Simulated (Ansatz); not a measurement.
`C[Si](C)(F)[GaH2]` → `C[Si]C` + `[F][GaH2]` at 700 K and 1 bar (silylene formation by 1,1-elimination).

Isolated molecules relaxed with PBE0-D4/def2-TZVP in Ansatz; ΔE leaves out vibrations. CBS: MP2 limit from def2 TZ/QZ plus the TZ coupled-cluster correction, frozen cores. For Ga outer-core shells are correlated without core-valence functions, which leaves a few kJ/mol of doubt a bond. Scalar relativity is left out up to krypton.

```
            species  CCSD(T)/CBS energy (Eh)  H − E (kJ/mol)  S (J/(mol·K))
`C[Si](C)(F)[GaH2]`              -2393.80779           336.5          553.3
           `C[Si]C`               -368.74530           247.3          387.1
        `[F][GaH2]`              -2024.95631            74.9          302.8
```

H − E and S are ideal-gas, rigid-rotor, harmonic terms from PBE0-D4/def2-TZVP, for one conformer and one mirror image of each species. 1 Eh = 2625.50 kJ/mol, R = 8.31446 J/(mol·K).

**Question.** By hand: ΔE, ΔH, ΔS and ΔG.

**Answer.** ΔE = (-368.74530) + (-2024.95631) − (-2393.80779) = 0.10618 Eh = 278.8 kJ/mol. Δ(H − E) = 247.3 + 74.9 − 336.5 = -14.3, so ΔH = 264.5 kJ/mol. ΔS = 387.1 + 302.8 − 553.3 = 136.6 J/(mol·K). ΔG = 264.5 − 700 × (136.6)/1000 = 168.9 kJ/mol.

**Question.** By hand: the equilibrium constant, and the temperature at which ΔG would vanish if ΔH and ΔS stayed fixed.

**Answer.** log₁₀ K = −ΔG/(RT ln 10) = -12.6. ΔG = 0 at ΔH/ΔS = 1936 K.

The number of gas molecules changes by +1, which sets the sign of ΔS. A doubt of 5 kJ/mol in ΔE shifts log₁₀ K by 0.4 here. Other conformers and mirror images would add mixing entropy, several J/(mol·K) or more a flexible species. Modes under 60 cm⁻¹, often nearly free rotors, make the harmonic entropy too high. These are equilibria of isolated gas molecules and say nothing of rates. Largest T1 diagnostic: 0.014 (customary marks: 0.02 for closed shells, 0.045 for open ones).
